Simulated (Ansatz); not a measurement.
Basis sets compared for (ClInS)4 cubane (In4S4Cl4). Total charge 0; singlet. Geometry r2SCAN-D4/def2-SVP. Ansatz on 2 threads of AMD EPYC 7R13 on a shared host and a share (18 GiB) of an NVIDIA H100 80GB HBM3; times are rough, and most runs start from earlier orbitals.

```csv
atom,x (Å),y (Å),z (Å)
In1,1.619,0.240,1.302
Cl2,3.422,0.508,2.757
S3,1.152,1.955,-0.544
In4,-1.286,1.639,0.177
Cl5,-2.718,3.471,0.371
S6,-0.781,0.143,2.194
In7,-1.032,-1.752,0.488
Cl8,-2.181,-3.708,1.032
S9,1.435,-1.829,-0.198
In10,0.699,-0.128,-1.967
Cl11,1.478,-0.271,-4.161
S12,-1.807,-0.268,-1.452
```

In the def2 sets In takes a core potential; there is no spin–orbit coupling. Single mean-field runs in def2-TZVP are fitted with def2-universal-jkfit.

Binding counts from free atoms (In doublet, Cl doublet, S triplet) in the same basis, without a counterpoise term.

```tsv
level	functions	energy (Eh)	HOMO (eV)	LUMO (eV)	binding per atom (eV)	wall time
PBE-D4/def2-SVP	248	-4192.2152	-7.51	-3.89	3.12	11 s
PBE0-D4/def2-SVP	248	-4192.4986	-8.72	-3.20	3.07	23 s
```

Estimate the rows for PBE-D4/def2-TZVP (with forces), PBE0-D4/def2-TZVP.


```tsv
level	functions	energy (Eh)	HOMO (eV)	LUMO (eV)	binding per atom (eV)	wall time
PBE-D4/def2-TZVP (with forces)	496	-4193.4270	-7.52	-3.93	3.11	5.5 s
PBE0-D4/def2-TZVP	496	-4193.6958	-8.67	-3.19	3.07	5.5 s
```
